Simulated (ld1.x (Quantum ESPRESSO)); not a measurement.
## What one change does to a pseudopotential (hydrogen (H), TM)

H (Z = 1), norm-conserving Troullier–Martins (Kleinman–Bylander form), made with ld1.x (Quantum ESPRESSO) 7.5 (PBE, scalar-relativistic). Core none, reference 1s1. Waves: 2p channel at 0.25 Ry: rc 1.50 bohr; 1s (bound): rc 1.45 bohr. Local part: the s channel. Core correction: none.

Change: all radii scaled by about 0.89 (s 1.30, p 1.34 bohr).

Cutoffs: the cutoffs (Ry, on a coarse ladder) from which the occupation-weighted sum of valence levels, in a spherical-Bessel basis at the reference potential, stays within 10 and 1 mRy of its value at 400 Ry; they do not see the model core or the augmentation charge, which bear on the density cutoff. Errors are all-electron minus pseudo energies relative to the spin-unpolarised reference configuration.

Q: Predict the effect on cutoff, ghosts and configuration errors.

A: The potential gets harder (18 Ry and 30 Ry → 21 Ry and 35 Ry); neither file shows a bound ghost. A smaller radius makes the pseudo-wave follow the all-electron one further in, where it bends more sharply, so more plane waves are needed.

| quantity | base | changed |
| --- | --- | --- |
| cutoff, loose | 18 Ry | 21 Ry |
| cutoff, tight | 30 Ry | 35 Ry |
| bound ghosts | none | none |
| error for 1s0.5, meV [ΔE 4.76 eV] | +2.9 | +1.7 |
